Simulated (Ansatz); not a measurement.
`[SH][SnH2][Cl]` from Hartree–Fock to CCSD(T)

Cartesian coordinates in Å:
```
S 0.544 -0.822 1.640
Sn -0.452 0.249 -0.244
Cl 0.027 -0.990 -2.161
H 1.783 -0.419 1.313
H 0.234 1.780 -0.515
H -2.135 0.202 -0.032
```

Charge 0, multiplicity 1. Correlated methods include outer-core shells of Sn, which these sets cover unevenly. Sn: def2 effective core potential. All single points use the PBE0-D4/def2-TZVP geometry. It is one conformer, not always the lowest. Frozen core, restricted reference, Ansatz 0.2.0.

```csv
basis,HF (Eh),MP2 corr.,CCSD corr.,(T),CCSD(T) total
def2-SVP,-1071.91053,-0.37439,-0.41855,-0.01046,-1072.33954
def2-TZVPP,-1072.22015,-0.69348,-0.72991,-0.02724,-1072.97730
def2-QZVPP,-1072.24672,-0.94275,–,–,–
```
